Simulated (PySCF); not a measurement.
BrGe, SMILES [Ge][Br] (connectivity only; charge and spin as stated), charge +1, multiplicity 1. The structure is a stationary point at B3LYP-D3(BJ)/def2-TZVP. The multiplicity is an assumed one; other spin states were not compared.

PySCF with TDA-CAM-B3LYP/def2-TZVPD puts the lowest singlet excitations at 4.41, 4.60, 4.60, 4.78, 4.78, 6.09 eV.

Q: What are the lowest excitation roots from ADC(2)/aug-cc-pVDZ (PySCF)? (An estimate is asked for; the answer gives what the named calculation found.)

A: 4.51, 4.51, 4.53, 4.78, 4.78, 5.12 eV. S1 differs by 0.11 eV (second minus first; roots are paired by order, and the bases may differ).
